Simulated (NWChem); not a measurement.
Species: SnH3 cation; SMILES [SnH3+]

```xyz
4

Sn     0.0000     0.0000     0.0000
H      1.2096     1.2096     0.0000
H      0.4428    -1.6524     0.0000
H     -1.6524     0.4428     0.0000
```
Atoms are numbered in this order, from 1.

Geometry: optimised at PBE-D3(BJ)/def2-SVP. def2 effective core potentials on Sn; no spin-orbit coupling.

Question: List the 6 lowest vertical singlet excitations from LDA (Slater exchange, VWN5)/def2-SVP with def2 effective core potentials on Sn, full TDDFT (NWChem).

Answer: 
| state | energy (eV) | oscillator strength | leading excitation (squared amplitude) |
|---|---|---|---|
| S1 | 4.53 | 0.000 | HOMO → LUMO (1.00) |
| S2 | 4.53 | 0.000 | HOMO−1 → LUMO (1.00) |
| S3 | 8.16 | 0.106 | HOMO−1 → LUMO+1 (0.80) |
| S4 | 8.16 | 0.106 | HOMO → LUMO+1 (0.80) |
| S5 | 9.50 | 0.000 | HOMO−1 → LUMO+2 (0.50) |
| S6 | 9.96 | 0.000 | HOMO−1 → LUMO+3 (0.46) |
